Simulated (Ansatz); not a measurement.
`O=C(O[SiH3])[SiH2]F` and `NC(=O)[SiH2]F` differ in one atom or group.

Ansatz, PBE0-D4/def2-TZVP geometries, multiplicity 1. Each molecule was computed in one conformer, which needn't be the lowest.

| property | `O=C(O[SiH3])[SiH2]F` |
| --- | --- |
| LUMO energy (ωB97M-V/def2-TZVPP) / eV | 1.08 |
| size of the dipole moment (B3LYP/def2-TZVPP) / D | 0.41 |
| HOMO–LUMO gap (PBE/def2-TZVPP) / eV | 4.54 |
| HOMO energy (PBE/def2-TZVPP) / eV | -6.75 |
| size of the dipole moment (ωB97M-V/def2-TZVPP) / D | 0.40 |
| HOMO energy (B3LYP/def2-TZVPP) / eV | -8.03 |

**Question.** What does the change do to each property? (Estimate.)

**Answer.** The calculation gave: 
```json
{"property": "LUMO energy (ωB97M-V/def2-TZVPP) / eV", "`NC(=O)[SiH2]F`": "1.76", "shift": "0.68"}
{"property": "size of the dipole moment (B3LYP/def2-TZVPP) / D", "`NC(=O)[SiH2]F`": "2.55", "shift": "2.14"}
{"property": "HOMO–LUMO gap (PBE/def2-TZVPP) / eV", "`NC(=O)[SiH2]F`": "4.39", "shift": "-0.15"}
{"property": "HOMO energy (PBE/def2-TZVPP) / eV", "`NC(=O)[SiH2]F`": "-5.84", "shift": "0.91"}
{"property": "size of the dipole moment (ωB97M-V/def2-TZVPP) / D", "`NC(=O)[SiH2]F`": "2.58", "shift": "2.18"}
{"property": "HOMO energy (B3LYP/def2-TZVPP) / eV", "`NC(=O)[SiH2]F`": "-7.12", "shift": "0.91"}
```

With PBE0 the HOMO rises by 0.91 eV and the LUMO rises by 0.72 eV, so the gap narrows by about 0.19 eV. PBE moves the HOMO by 0.91 eV and ωB97M-V by 0.90 eV. Dipoles are sizes alone; their direction can turn.

B3LYP here is the variant with VWN-RPA as its local correlation; programs differ in this.
